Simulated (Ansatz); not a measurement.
`O[SiH](F)[SiH2]Br` → `O[Si]F` + `[SiH3]Br` at 500 K and 1 bar (silylene formation by 1,1-elimination).

Computed with Ansatz on PBE0-D4/def2-TZVP structures; ΔE is electronic, products minus reactants. CCSD(T)/CBS is the MP2 limit (def2-TZVPP, def2-QZVPP) plus CCSD(T) − MP2 in def2-TZVPP, frozen cores. This one scheme is used for every species. For Br outer-core shells are correlated without core-valence functions, which leaves a few kJ/mol of doubt a bond. Scalar relativity is left out up to krypton. Each species was taken in one conformer, which may not be the lowest.

```csv
species,CCSD(T)/CBS energy (Eh),H − E (kJ/mol),S (J/(mol·K))
`O[SiH](F)[SiH2]Br`,-3329.01056,168.2,448.5
`O[Si]F`,-464.72778,66.8,297.2
`[SiH3]Br`,-2864.23411,91.6,294.2
```

H − E and S are ideal-gas, rigid-rotor, harmonic terms from PBE0-D4/def2-TZVP, for one conformer and one mirror image of each species. 1 Eh = 2625.50 kJ/mol, R = 8.31446 J/(mol·K).

Task: By hand: ΔE, ΔH, ΔS and ΔG.

Result: ΔE = (-464.72778) + (-2864.23411) − (-3329.01056) = 0.04867 Eh = 127.8 kJ/mol. Δ(H − E) = 66.8 + 91.6 − 168.2 = -9.8, so ΔH = 118.0 kJ/mol. ΔS = 297.2 + 294.2 − 448.5 = 142.9 J/(mol·K). ΔG = 118.0 − 500 × (142.9)/1000 = 46.5 kJ/mol.

Task: By hand: the equilibrium constant, and the temperature at which ΔG would vanish if ΔH and ΔS stayed fixed.

Result: log₁₀ K = −ΔG/(RT ln 10) = -4.9. ΔG = 0 at ΔH/ΔS = 826 K.

The number of gas molecules changes by +1, which sets the sign of ΔS. A doubt of 5 kJ/mol in ΔE shifts log₁₀ K by 0.5 here. Other conformers and mirror images would add mixing entropy, several J/(mol·K) or more a flexible species. Modes under 60 cm⁻¹, often nearly free rotors, make the harmonic entropy too high. These are equilibria of isolated gas molecules and say nothing of rates. Largest T1 diagnostic: 0.015 (customary marks: 0.02 for closed shells, 0.045 for open ones).
